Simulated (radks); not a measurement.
Q: These are the eigenvalues of the occupied orbitals of an atom or ion with whole-number occupations (Ry). Calculated with a radial shooting solver on a logarithmic mesh with Libxc functionals: scalar-relativistic Kohn-Sham, SCAN, spin-polarised, spherical densities, finite nucleus; meta-GGA in the generalised Kohn-Sham scheme; Fermi nuclear charge, rms radius of each element as measured or else 0.836 A^(1/3) + 0.57 fm.

1s up: -4508.133
1s down: -4508.133
2s up: -767.1922
2s down: -767.1898
2p up: -676.1036
2p down: -676.1015
3s up: -175.2587
3s down: -175.2178
3p up: -147.6158
3p down: -147.5730
3d up: -113.9330
3d down: -113.8978
4s up: -36.43159
4s down: -36.34340
4p up: -27.30622
4p down: -27.22017
4d up: -15.26200
4d down: -15.17692
5s up: -5.81285
5s down: -5.80284
5p up: -3.67468
5p down: -3.66437
4f up: -2.12150
4f down: -2.04006
6p up: -0.97608

Which element is it, and in what charge state? The configuration may be excited. Open shells, if any, are filled with parallel spins first.

A: Z = 70, ytterbium, charge +2: Yb2+ in [Xe] 4f13 6p1. The list shows which subshells hold electrons but not how many an open one holds; the 1s level, -2254.1 hartree, gives Z - s = 67.1 by -(Z - s)^2/2, which with screening and relativity narrows Z to a few neighbours, and the depths of the outer levels then fix element, charge and occupations together.
